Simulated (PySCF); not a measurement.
Job file and geometry (Å, from GFN2-xTB) of an NMR shielding run on `COCC/C(C)=C1/C[SiH2]1`, C7H14OSi, GIAO PBE0/pcSseg-1 NMR shielding, non-relativistic, gas phase in PySCF 2.14.0, density-fitted response routines; density fitting, a coarse starting grid and PySCF grid level 2 are the driver's defaults:

```
$ OMP_NUM_THREADS=1 python probes_run.py task.json out

{"job": {"kind": "nmr", "xc": "PBE0", "basis": "pcSseg-1"}, "charge": 0, "multiplicity": 1}
C      3.383725     0.677491     0.549904
O      2.926930    -0.641234     0.394324
C      1.537819    -0.811184     0.559926
C      0.699049    -0.316744    -0.630237
C     -0.768592    -0.553683    -0.397103
C     -1.251616    -1.972345    -0.512953
C     -1.580800     0.441063    -0.090673
C     -3.040592     0.634534     0.228668
Si    -1.987087     2.215967     0.232408
H      4.471219     0.626967     0.538053
H      3.047574     1.332022    -0.261844
H      3.049572     1.100832     1.505426
H      1.198273    -0.304520     1.476460
H      1.404634    -1.888570     0.684431
H      0.866042     0.753257    -0.767247
H      1.033587    -0.841780    -1.527874
H     -0.951604    -2.399031    -1.469202
H     -0.824333    -2.589331     0.276840
H     -2.334700    -2.010260    -0.432699
H     -3.736629     0.436555    -0.577701
H     -3.387660     0.194126     1.155928
H     -2.122925     3.129761    -0.889535
H     -1.636637     2.813091     1.510653
```

Question: Write the output of this run.

Answer: 
```
coarse grid: 18992 points
cycle   1  E = -639.0416587461  dE =  1.041e+00  |g| = 6.590e-01  |ddm| = 4.271e+00
cycle   2  E = -638.9452589753  dE =  9.640e-02  |g| = 9.310e-01  |ddm| = 1.702e+00
cycle   3  E = -639.1401822191  dE = -1.949e-01  |g| = 1.028e-01  |ddm| = 1.124e+00
cycle   4  E = -639.1418677693  dE = -1.686e-03  |g| = 5.756e-02  |ddm| = 1.360e-01
cycle   5  E = -639.1426675141  dE = -7.997e-04  |g| = 1.640e-02  |ddm| = 6.701e-02
cycle   6  E = -639.1427276277  dE = -6.011e-05  |g| = 4.440e-03  |ddm| = 1.628e-02
cycle   7  E = -639.1427318418  dE = -4.214e-06  |g| = 7.256e-04  |ddm| = 4.185e-03
final grid: 176800 points
cycle   8  E = -639.2081555656  dE = -4.880e-05  |g| = 1.320e-02  |ddm| = 4.586e-02
cycle   9  E = -639.2081196270  dE =  3.594e-05  |g| = 1.874e-02  |ddm| = 2.759e-02
cycle  10  E = -639.2081929227  dE = -7.330e-05  |g| = 1.627e-03  |ddm| = 1.762e-02
cycle  11  E = -639.2081934919  dE = -5.692e-07  |g| = 2.177e-04  |ddm| = 1.768e-03
cycle  12  E = -639.2081935017  dE = -9.777e-09  |g| = 7.859e-05  |ddm| = 3.393e-04
cycle  13  E = -639.2081935031  dE = -1.394e-09  |g| = 3.153e-05  |ddm| = 1.385e-04
cycle  14  E = -639.2081935033  dE = -2.176e-10  |g| = 7.966e-06  |ddm| = 3.132e-05
converged SCF energy = -639.2081935033

GIAO shielding tensors (ppm)
atom      isotropic    diamagn.    paramagn.     s11        s22        s33       span
  0 C      127.787     245.539    -117.752     91.105    109.768    182.488     91.383
  1 O      310.264     392.559     -82.296    258.081    313.945    358.765    100.684
  2 C      109.795     250.337    -140.542     76.059     94.269    159.056     82.998
  3 C      142.756     251.116    -108.359    123.054    133.083    172.133     49.079
  4 C       34.832     263.371    -228.539    -80.736     28.499    156.731    237.467
  5 C      162.976     247.443     -84.468    147.207    157.137    184.582     37.374
  6 C       58.121     255.809    -197.688    -12.493     19.767    167.088    179.582
  7 C      186.738     256.399     -69.661    156.398    180.255    223.560     67.162
  8 Si     495.047     883.586    -388.539    388.687    432.970    663.484    274.798
  9 H       27.843      27.362       0.481     23.671     25.671     34.188     10.518
 10 H       27.985      31.011      -3.026     23.838     26.750     33.368      9.529
 11 H       28.762      30.049      -1.287     25.626     26.319     34.340      8.714
 12 H       28.696      34.428      -5.732     24.519     30.127     31.442      6.923
 13 H       27.406      32.618      -5.212     21.582     28.666     31.970     10.388
 14 H       28.710      35.536      -6.826     24.556     30.639     30.936      6.380
 15 H       29.466      33.552      -4.086     26.208     29.113     33.077      6.868
 16 H       29.884      29.943      -0.059     25.723     28.251     35.680      9.957
 17 H       29.686      30.871      -1.185     25.139     29.151     34.768      9.629
 18 H       29.275      31.017      -1.742     24.215     29.876     33.733      9.517
 19 H       30.572      30.221       0.351     25.556     26.789     39.370     13.814
 20 H       30.659      31.029      -0.371     25.616     26.989     39.370     13.754
 21 H       28.482      30.734      -2.253     24.164     25.695     35.586     11.423
 22 H       28.494      31.270      -2.776     24.250     25.917     35.315     11.065
```

Question: Turn these shieldings into chemical shifts. Referencing at the same level of theory: 13C (186.93 ppm), 29Si (349.16 ppm), 1H (31.72 ppm) against TMS; H2O for 17O (336.08 ppm).

Answer: Averaging equivalent atoms: C 4: 152.1; C 6: 128.8; C 2: 77.1; C 0: 59.1; C 3: 44.2; C 5: 23.9; C 7: 0.2; O 1: 25.8; Si 8: -145.9; H 12/13: 3.67; H 9/10/11: 3.52; H 21/22: 3.23; H 14/15: 2.63; H 16/17/18: 2.10; H 19/20: 1.10 ppm. Experimental scales use liquid or dissolved standards, which lie at an offset from isolated H2O (liquid H2O: subtract about 36 ppm).

Size and cost of the density-fitted run: 230 basis functions, 100 s wall time on 1 thread of an Arm Neoverse N1, shared host; peak memory 1.1 GiB.
